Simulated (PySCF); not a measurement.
3-bromo-1-chloro-1-fluoropropa-1,2-diene (C3HBrClF), SMILES FC(Cl)=C=CBr. Atoms are numbered in the order given.

```xyz
7

F     -2.3700    -1.4251     0.4518
C     -1.7005    -0.5129    -0.2419
Cl    -2.7353     0.7089    -0.8837
C     -0.4030    -0.5471    -0.4306
C      0.8894    -0.5428    -0.6080
Br     2.1060     0.3264     0.5737
H      1.4047    -1.0324    -1.4412
```
Charge 0, spin multiplicity 1.

Geometry: r2SCAN-D4/def2-SVP.

All values below come from SMD-PBE0/6-31G* run with PySCF.

Solvation free energies are E(SMD) − E(gas) at the gas-phase geometry, for 1 M in both phases. Bromine has the revised SMD18 radius of 2.60 Å. In vacuum the dipole moment is 1.15 D.

```json
[
 {"solvent": "water", "ΔG(solv) (kcal/mol)": "0.6", "its non-electrostatic (CDS) part": "2.9", "dipole (D)": "1.61"},
 {"solvent": "acetone", "ΔG(solv) (kcal/mol)": "-3.9", "its non-electrostatic (CDS) part": "-1.7", "dipole (D)": "1.58"},
 {"solvent": "ethanol", "ΔG(solv) (kcal/mol)": "-3.5", "its non-electrostatic (CDS) part": "-1.3", "dipole (D)": "1.59"}
]
```
